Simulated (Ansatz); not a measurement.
This singlet lies 2.33 eV below the relaxed triplet at the level frozen-core CCSD(T)/cc-pVTZ // PBE0-D3(BJ)/def2-TZVP (Ansatz, a first-principles code).

A geometry relaxed with PBE0-D3(BJ)/def2-TZVP in Ansatz, charge 0, multiplicity 1:

```xyz
6

H     -1.2553    -0.6763    -0.7604
Ge     0.2187     0.6266     0.8635
H      2.7528     0.3227    -0.0001
N     -1.2445    -0.0996     0.0664
S      1.6937    -0.2277    -0.6126
H     -2.1655     0.0543     0.4432
```

Write the SMILES of this molecule.

`[NH2][Ge][SH]`
